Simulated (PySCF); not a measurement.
CHF2O3S (SMILES O=S(=O)(O)[C](F)F), doublet, geometry from GFN2-xTB; DF-B3LYP/6-31G** in PySCF.

Here is a job for PySCF.
```python
from pyscf import gto, scf, dft

mol = gto.M(
    atom='''
O    -1.36207203    0.10650514   -1.23012627
S    -0.70417741    0.04872970    0.02855081
O    -1.32389267   -0.53140068    1.15879966
O    -0.19539627    1.51799350    0.39641003
C     0.93069508   -0.74821453   -0.20178701
F     1.60326272   -0.74825123    0.93705824
F     1.61519236   -0.04420243   -1.10125452
H    -0.23254009    2.09691103   -0.36899152
''',
    basis='6-31g**',
    spin=1,
    verbose=4,
)

mf = dft.UKS(mol)
mf.xc = 'b3lyp'
mf.diis = False
mf.max_cycle = 100
mf = mf.density_fit(auxbasis='def2-universal-jkfit')
mf.kernel()
```

Output, abridged:

```
PySCF version 2.14.0

[INPUT] verbose = 4
[INPUT] num. atoms = 8
[INPUT] num. electrons = 65
[INPUT] charge = 0
[INPUT] spin (= nelec alpha-beta = 2S) = 1
[INPUT] symmetry False subgroup None
[INPUT] Mole.unit = angstrom
[INPUT] Symbol           X                Y                Z      unit          X                Y                Z       unit  Magmom
[...]
nuclear repulsion = 445.460379871516
number of shells = 47
number of NR pGTOs = 220
number of NR cGTOs = 107
basis = 6-31g**
ecp = {}

******** <class 'pyscf.df.df_jk.DFUKS'> ********
method = DFUKS
initial guess = minao
damping factor = 0
level_shift factor = 0
DIIS disabled
SCF conv_tol = 1e-09
SCF conv_tol_grad = None
SCF max_cycles = 100
direct_scf = False
number electrons alpha = 33  beta = 32
XC library pyscf.dft.libxc version 7.1.2
    S. Lehtola, C. Steigemann, M. J. T. Oliveira, and M. A. L. Marques,  SoftwareX 7, 1–5 (2018)
XC functionals = b3lyp
    P. J. Stephens, F. J. Devlin, C. F. Chabalowski, and M. J. Frisch,  J. Phys. Chem. 98, 11623 (1994)
radial grids:
    Treutler-Ahlrichs [JCP 102, 346 (1995); DOI:10.1063/1.469408] (M4) radial grids

becke partition: Becke, JCP 88, 2547 (1988); DOI:10.1063/1.454033
pruning grids: <function nwchem_prune>
grids dens level: 3
symmetrized grids: False
atomic radii adjust function: <function treutler_atomic_radii_adjust>
small_rho_cutoff = 0
Set gradient conv threshold to 3.16228e-05
tot grids = 113576
******** <class 'pyscf.df.df.DF'> ********
auxbasis = def2-universal-jkfit
init E= -863.769705675926

cycle= 1 E= -861.672774856153  delta_E=  2.1  |g|= 1.04  |ddm|= 2.44
cycle= 2 E= -859.720134026371  delta_E= 1.95  |g|= 2.33  |ddm|= 2.59
cycle= 3 E= -855.946278386533  delta_E= 3.77  |g|= 3.37  |ddm|= 5.25
cycle= 4 E= -819.808877451766  delta_E= 36.1  |g|= 6.86  |ddm|= 11.6
cycle= 5 E= -727.25319843662  delta_E= 92.6  |g|= 8.12  |ddm|= 15.1

cycle= 6 E= -658.554932088606  delta_E= 68.7  |g|= 8.78  |ddm|= 15.3

cycle= 7 E= -684.669016335562  delta_E= -26.1  |g|= 7.34  |ddm|= 17.1

cycle= 8 E= -444.374454742362  delta_E=  240  |g|= 9.43  |ddm|= 23.1

cycle= 9 E= -681.82767297195  delta_E= -237  |g|= 6.69  |ddm|= 27.1

cycle= 10 E= -442.043510102558  delta_E=  240  |g|= 9.68  |ddm|= 25.8

cycle= 11 E= -681.680997345155  delta_E= -240  |g|= 6.68  |ddm|= 25.9

cycle= 12 E= -442.045635129473  delta_E=  240  |g|= 9.69  |ddm|= 25.9

cycle= 13 E= -681.67633538106  delta_E= -240  |g|= 6.68  |ddm|= 25.9

cycle= 14 E= -442.047158738044  delta_E=  240  |g|= 9.69  |ddm|= 25.9

cycle= 15 E= -681.676216593402  delta_E= -240  |g|= 6.68  |ddm|= 25.9

cycle= 16 E= -442.047295464183  delta_E=  240  |g|= 9.69  |ddm|= 25.9

cycle= 17 E= -681.676212365482  delta_E= -240  |g|= 6.68  |ddm|= 25.9

cycle= 18 E= -442.04730668117  delta_E=  240  |g|= 9.69  |ddm|= 25.9

cycle= 19 E= -681.676212135785  delta_E= -240  |g|= 6.68  |ddm|= 25.9

cycle= 20 E= -442.047307582662  delta_E=  240  |g|= 9.69  |ddm|= 25.9

cycle= 21 E= -681.676212119671  delta_E= -240  |g|= 6.68  |ddm|= 25.9

cycle= 22 E= -442.047307654739  delta_E=  240  |g|= 9.69  |ddm|= 25.9

cycle= 23 E= -681.676212118425  delta_E= -240  |g|= 6.68  |ddm|= 25.9

cycle= 24 E= -442.047307660493  delta_E=  240  |g|= 9.69  |ddm|= 25.9

cycle= 25 E= -681.676212118328  delta_E= -240  |g|= 6.68  |ddm|= 25.9

cycle= 26 E= -442.047307660954  delta_E=  240  |g|= 9.69  |ddm|= 25.9

cycle= 27 E= -681.67621211831  delta_E= -240  |g|= 6.68  |ddm|= 25.9

cycle= 28 E= -442.047307660991  delta_E=  240  |g|= 9.69  |ddm|= 25.9

cycle= 29 E= -681.676212118306  delta_E= -240  |g|= 6.68  |ddm|= 25.9

cycle= 30 E= -442.047307660994  delta_E=  240  |g|= 9.69  |ddm|= 25.9

cycle= 31 E= -681.676212118315  delta_E= -240  |g|= 6.68  |ddm|= 25.9

cycle= 32 E= -442.047307660995  delta_E=  240  |g|= 9.69  |ddm|= 25.9

cycle= 33 E= -681.676212118307  delta_E= -240  |g|= 6.68  |ddm|= 25.9

cycle= 34 E= -442.047307660993  delta_E=  240  |g|= 9.69  |ddm|= 25.9

cycle= 35 E= -681.676212118312  delta_E= -240  |g|= 6.68  |ddm|= 25.9
[...]

cycle= 47 E= -681.676212118313  delta_E= -240  |g|= 6.68  |ddm|= 25.9

cycle= 48 E= -442.047307660994  delta_E=  240  |g|= 9.69  |ddm|= 25.9

cycle= 49 E= -681.676212118307  delta_E= -240  |g|= 6.68  |ddm|= 25.9

cycle= 50 E= -442.047307660994  delta_E=  240  |g|= 9.69  |ddm|= 25.9

cycle= 51 E= -681.676212118307  delta_E= -240  |g|= 6.68  |ddm|= 25.9

cycle= 52 E= -442.047307660993  delta_E=  240  |g|= 9.69  |ddm|= 25.9

cycle= 53 E= -681.676212118309  delta_E= -240  |g|= 6.68  |ddm|= 25.9

cycle= 54 E= -442.047307660996  delta_E=  240  |g|= 9.69  |ddm|= 25.9

cycle= 55 E= -681.676212118309  delta_E= -240  |g|= 6.68  |ddm|= 25.9

cycle= 56 E= -442.047307660995  delta_E=  240  |g|= 9.69  |ddm|= 25.9

cycle= 57 E= -681.676212118316  delta_E= -240  |g|= 6.68  |ddm|= 25.9

cycle= 58 E= -442.047307660995  delta_E=  240  |g|= 9.69  |ddm|= 25.9

cycle= 59 E= -681.676212118306  delta_E= -240  |g|= 6.68  |ddm|= 25.9

cycle= 60 E= -442.047307660994  delta_E=  240  |g|= 9.69  |ddm|= 25.9

cycle= 61 E= -681.676212118308  delta_E= -240  |g|= 6.68  |ddm|= 25.9

cycle= 62 E= -442.047307660996  delta_E=  240  |g|= 9.69  |ddm|= 25.9

cycle= 63 E= -681.676212118311  delta_E= -240  |g|= 6.68  |ddm|= 25.9

cycle= 64 E= -442.047307660994  delta_E=  240  |g|= 9.69  |ddm|= 25.9

cycle= 65 E= -681.676212118305  delta_E= -240  |g|= 6.68  |ddm|= 25.9

cycle= 66 E= -442.047307660994  delta_E=  240  |g|= 9.69  |ddm|= 25.9

cycle= 67 E= -681.67621211831  delta_E= -240  |g|= 6.68  |ddm|= 25.9

cycle= 68 E= -442.047307660996  delta_E=  240  |g|= 9.69  |ddm|= 25.9

cycle= 69 E= -681.676212118307  delta_E= -240  |g|= 6.68  |ddm|= 25.9

cycle= 70 E= -442.047307660995  delta_E=  240  |g|= 9.69  |ddm|= 25.9

cycle= 71 E= -681.676212118312  delta_E= -240  |g|= 6.68  |ddm|= 25.9

cycle= 72 E= -442.047307660994  delta_E=  240  |g|= 9.69  |ddm|= 25.9

cycle= 73 E= -681.676212118309  delta_E= -240  |g|= 6.68  |ddm|= 25.9

cycle= 74 E= -442.047307660995  delta_E=  240  |g|= 9.69  |ddm|= 25.9

cycle= 75 E= -681.676212118303  delta_E= -240  |g|= 6.68  |ddm|= 25.9

cycle= 76 E= -442.047307660994  delta_E=  240  |g|= 9.69  |ddm|= 25.9

cycle= 77 E= -681.676212118307  delta_E= -240  |g|= 6.68  |ddm|= 25.9

cycle= 78 E= -442.047307660994  delta_E=  240  |g|= 9.69  |ddm|= 25.9

cycle= 79 E= -681.676212118308  delta_E= -240  |g|= 6.68  |ddm|= 25.9

cycle= 80 E= -442.047307660993  delta_E=  240  |g|= 9.69  |ddm|= 25.9

cycle= 81 E= -681.67621211831  delta_E= -240  |g|= 6.68  |ddm|= 25.9

cycle= 82 E= -442.047307660994  delta_E=  240  |g|= 9.69  |ddm|= 25.9

cycle= 83 E= -681.676212118306  delta_E= -240  |g|= 6.68  |ddm|= 25.9

cycle= 84 E= -442.047307660995  delta_E=  240  |g|= 9.69  |ddm|= 25.9

cycle= 85 E= -681.676212118311  delta_E= -240  |g|= 6.68  |ddm|= 25.9

cycle= 86 E= -442.047307660996  delta_E=  240  |g|= 9.69  |ddm|= 25.9

cycle= 87 E= -681.676212118311  delta_E= -240  |g|= 6.68  |ddm|= 25.9

cycle= 88 E= -442.047307660994  delta_E=  240  |g|= 9.69  |ddm|= 25.9

cycle= 89 E= -681.676212118309  delta_E= -240  |g|= 6.68  |ddm|= 25.9

cycle= 90 E= -442.047307660995  delta_E=  240  |g|= 9.69  |ddm|= 25.9

cycle= 91 E= -681.676212118308  delta_E= -240  |g|= 6.68  |ddm|= 25.9

cycle= 92 E= -442.047307660995  delta_E=  240  |g|= 9.69  |ddm|= 25.9

cycle= 93 E= -681.676212118309  delta_E= -240  |g|= 6.68  |ddm|= 25.9

cycle= 94 E= -442.047307660995  delta_E=  240  |g|= 9.69  |ddm|= 25.9

cycle= 95 E= -681.676212118305  delta_E= -240  |g|= 6.68  |ddm|= 25.9

cycle= 96 E= -442.047307660994  delta_E=  240  |g|= 9.69  |ddm|= 25.9

cycle= 97 E= -681.676212118306  delta_E= -240  |g|= 6.68  |ddm|= 25.9

cycle= 98 E= -442.047307660996  delta_E=  240  |g|= 9.69  |ddm|= 25.9

cycle= 99 E= -681.676212118311  delta_E= -240  |g|= 6.68  |ddm|= 25.9

cycle= 100 E= -442.047307660995  delta_E=  240  |g|= 9.69  |ddm|= 25.9
SCF not converged.
SCF energy = -442.047307660995 after 100 cycles  <S^2> = 0.75000242  2S+1 = 2.0000024
```

Convergence was not reached.
